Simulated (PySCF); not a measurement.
# An excited-state table with gaps

C₅H₈F₂S.
SMILES: `S(C)[C@@H](F)C1(F)CC1`

Computed, not measured: PySCF 2.14.0, density-fitted response routines, TDDFT CAM-B3LYP/def2-SVPD, vertical, gas phase, core orbitals frozen in the response. The structure is a single GFN2-xTB conformer in the gas phase; no vibrational or solvent corrections. Torsions of this conformer, `[CH3:1][S:2][C@@H:3]([F:4])[C:5]1([F:6])[CH2:7][CH2:8]1`: C1–S2–C3–F4 71°, S2–C3–C5–F6 86°.

Orbital energies (eV): HOMO-3 -10.62, HOMO-2 -10.43, HOMO-1 -9.69, HOMO -8.29, LUMO 1.12, LUMO+1 1.50, LUMO+2 1.58.

Lowest singlets, with some entries withheld (?).

```tsv
state	λ (nm)	f	main configurations (H = HOMO, L = LUMO)
S1	218.4	?	H→L (62%), H→L+7 (9%), H→L+1 (8%)
S2	183.8	?	H→L+2 (44%), H→L+3 (22%), H→L (19%)
S3	180.2	?	H→L+1 (66%), H→L (12%), H→L+2 (10%)
S4	166.7	?	H→L+3 (38%), H→L+6 (23%)
S5	163.4	?	H→L+6 (34%), H→L+7 (25%), H→L+4 (24%)
S6	160.0	?	H→L+7 (46%), H→L+4 (17%), H→L+3 (10%)
S7	153.5	?	H→L+2 (24%), H→L+6 (17%), H→L+4 (16%)
S8	153.0	?	H-1→L (49%), H-1→L+3 (12%), H-1→L+5 (8%)
```

What stands in place of each question mark?

- S1: f = 0.0003
- S2: f = 0.032
- S3: f = 0.010
- S4: f = 0.016
- S5: f = 0.029
- S6: f = 0.0099
- S7: f = 0.022
- S8: f = 0.038

What is the mean static polarisability from the same response equations?

80.4 au (11.91 Å³), with principal values 68.4, 74.2 and 98.6 au.

How far apart are S2 and S7, in eV and cm⁻¹?

8.078 − 6.745 = 1.333 eV, or about 10750 cm⁻¹.

Which level carries the most intensity, and what share of the listed sum of f?

S8, with f = 0.038 of 0.158, 24%.
